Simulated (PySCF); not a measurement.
## Exact mass, isotope pattern and composition

Species: Ta(NEt)Br3 (`CC[N]=[Ta]([Br])([Br])[Br]`).

All values are calculated from tables of isotopes.

(1) Find the molar and monoisotopic masses of C2H5Br3NTa.

(2) Give the isotope pattern of the molecular ion M+•, merging species of the same nominal mass.

(3) Count the protons, neutrons and electrons of the monoisotopic species, and give its exact less its nominal mass.

(4) Which singly substituted isotopologues are there?

(5) Which m/z would the protonated, sodiated and deprotonated molecule have?

(6) What share of all molecules is the monoisotopic species?

Results:

(1) For C2H5Br3NTa, with standard atomic weights, 1 × 180.948 + 1 × 14.007 + 2 × 12.011 + 5 × 1.008 + 3 × 79.904 = 463.729 g/mol. From the most abundant isotopes (181Ta, 14N, 12C, 1H, 79Br), 1 × 180.947996 + 1 × 14.003074 + 2 × 12.000000 + 5 × 1.007825 + 3 × 78.918337 = 460.7452 u.

(2) 
| nominal mass | m/z (centroid) | relative intensity |
| --- | --- | --- |
| 461 | 460.7447 | 34.3 |
| 462 | 461.7471 | 0.9 |
| 463 | 462.7426 | 100.0 |
| 464 | 463.7451 | 2.6 |
| 465 | 464.7406 | 97.3 |
| 466 | 465.7431 | 2.5 |
| 467 | 466.7385 | 31.6 |
| 468 | 467.7410 | 0.8 |

Cut off at 0.1 %. One electron mass, 0.00055 u, is taken off. Abundances used (%; other tables differ somewhat): 180Ta 0.012, 181Ta 99.988; 14N 99.632, 15N 0.368; 12C 98.93, 13C 1.07; 1H 99.9885, 2H 0.0115; 79Br 50.69, 81Br 49.31.

(3) 202 protons, 259 neutrons and 202 electrons; 460.7452 − 461 = -0.2548 u.

(4) Intensity in % of the monoisotopic species:

| isotope | mass shift (u) | m/z | intensity (%) |
| --- | --- | --- | --- |
| 15N | +0.99703 | 461.7417 | 0.37 |
| 13C | +1.00335 | 461.7480 | 2.16 |
| 2H | +1.00628 | 461.7509 | 0.06 |
| 81Br | +1.99795 | 462.7426 | 291.83 |

Species under 0.02 % are left out.

(5) [M+H]+ 461.7525, [M+Na]+ 483.7344, [M−H]− 459.7379, for the monoisotopic species (arithmetic only; whether such ions form is another matter).

(6) 0.99988 × 0.99632 × 0.9893^2 × 0.999885^5 × 0.5069^3 = 12.69 %.
